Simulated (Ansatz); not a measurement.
A structure relaxed at PBE-D4/def2-SVP in Ansatz, charge 0, singlet:

Cartesian coordinates in Å:
```
In -3.131 0.074 -1.789
In -1.730 -0.437 2.374
In 0.996 -2.545 1.806
In -0.137 -0.528 -3.547
In 1.950 -1.804 -1.529
In -1.182 -1.993 -0.784
In -2.236 1.850 0.451
In 1.356 -0.401 3.824
In 1.432 1.431 -1.345
In -1.173 2.683 -2.238
In 2.986 0.005 1.376
In 0.366 2.274 1.919
N -2.400 -0.548 0.299
N -1.970 -1.399 -2.739
N -3.162 2.207 -1.461
N 0.613 -2.958 -0.214
N -0.342 -1.673 3.319
N 2.772 -1.698 2.688
N 1.510 -1.816 -3.558
N 0.333 1.566 -3.214
N 2.865 0.016 -0.718
N -1.696 1.749 2.486
N 2.038 1.391 2.801
N -0.058 2.557 -0.207
```

Task: Give its formula and point group.

Result: In₁₂N₁₂. Point group Cs (tolerance 0.1 Å).

Task: Summarise the bond lengths by kind (pairs closer than 1.2 times the sum of covalent radii, bridged metal pairs left out).

Result: 37 × In–N 2.08 to 2.41 Å.

In the def2 sets In takes a core potential; there is no spin–orbit coupling. Single mean-field runs in def2-SVP are fitted with def2-universal-jkfit. The restricted singlet is unstable towards broken spin symmetry in Hartree–Fock (as tested in another run); at PBE-D4/def2-SVP this wasn't settled. An occupied level lies above an empty one. At PBE0-D4/def2-SVP a triplet of charge 0 lies 0.50 eV below the restricted singlet at the same geometry.
